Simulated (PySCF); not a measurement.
PySCF 2.14 output of an unrestricted LDA calculation on a single atom or ion in aug-cc-pVQZ with one added diffuse shell each of s, p, d, f, g type (7s6p5d4f3g, 105 functions), with no relativity, point nucleus:

```
SCF conv_tol = 1e-09
number electrons alpha = 6  beta = 4
    P. A. M. Dirac.,  Math. Proc. Cambridge Philos. Soc. 26, 376 (1930)
    F. Bloch.,  Z. Phys. 57, 545 (1929)
    S. H. Vosko, L. Wilk, and M. Nusair.,  Can. J. Phys. 58, 1200 (1980)
cycle= 1 E= -126.768552874993  delta_E= -0.0106  |g|= 0.0171  |ddm|= 0.342
cycle= 2 E= -126.768603632043  delta_E= -5.08e-05  |g|= 0.00179  |ddm|= 0.029
cycle= 3 E= -126.768604466661  delta_E= -8.35e-07  |g|= 0.00144  |ddm|= 0.00323
cycle= 4 E= -126.768604901346  delta_E= -4.35e-07  |g|= 0.000279  |ddm|= 0.00161
cycle= 5 E= -126.768604915213  delta_E= -1.39e-08  |g|= 3.89e-05  |ddm|= 0.000272
cycle= 6 E= -126.768604915591  delta_E= -3.78e-10  |g|= 2.22e-07  |ddm|= 4.19e-05
converged SCF energy = -126.768604915591  <S^2> = 2.0006193  2S+1 = 3.0004128
```

The run itself started from symmetry-adapted Hartree-Fock orbitals and held the occupation by maximum overlap, on a logarithmic radial grid, so the iterations belong to that start.

Problem. Which element, charge and spin multiplicity is this?

Solution. Ne (neon, neutral), multiplicity 3; the state was [He] 2s1 2p6 3s1, high-spin 3S determinant (an excited configuration).

The outer electron is Rydberg-like, and this basis confines it to a smaller radius and binds it less than a complete one would.
